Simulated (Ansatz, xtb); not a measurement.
F3H4NSi2: where a starting geometry ends

The starting geometry of this gas-phase singlet was built from a drawn formula by distance geometry; its bonds are those of `F[Si-]1(F)(F)[NH2+][SiH2]1`.

```xyz
10

F    -2.5859    0.4116   -0.7269
F    -1.3289   -0.2431   -2.8630
F    -2.4778   -1.9972   -1.0405
N    -0.1516   -1.2936   -0.7453
Si   -1.5896   -0.6374   -1.3214
Si   -0.1367    0.1042    0.1647
H     0.6240   -1.3993   -1.4695
H     0.0237   -2.1402   -0.1487
H    -0.3522    0.1023    1.5633
H     0.6417    1.2666   -0.3912
```

Predict what it relaxes into with r2SCAN-D4/def2-SVP.

A bond breaks, leaving `N[SiH2][Si](F)(F)F`. Contacts that open: N4–Si5 (1.68 → 3.41 Å).

The energy falls by 4.47 eV over 17 steps:

| step | E − E(last) (eV) |
| --- | --- |
| 1 | 4.472 |
| 3 | 1.370 |
| 5 | 0.792 |
| 6 | 0.673 |
| 8 | 0.387 |
| 10 | 0.091 |
| 12 | 0.013 |
| 13 | 0.001 |
| 15 | 0.000 |
| 17 | 0.000 |

Final geometry (Å):

```xyz
10

F    -3.2074    0.9108   -0.9978
F    -1.8842   -0.3151   -2.8542
F    -2.9373   -1.6623   -0.9216
N     0.9344   -1.4470   -0.4086
Si   -2.1588   -0.2875   -1.2617
Si   -0.1518   -0.1408   -0.0678
H     1.3669   -1.4988   -1.3269
H     0.6978   -2.3797   -0.0814
H    -0.4919   -0.1538    1.3847
H     0.4990    1.1481   -0.4434
```

From the same start GFN2-xTB reaches the same bonding as this run.

The end wasn't checked by frequencies. Run with Ansatz 0.2.0, 23 s on 2 threads of Intel(R) Xeon(R) 6975P-C (Granite Rapids), on a shared host.
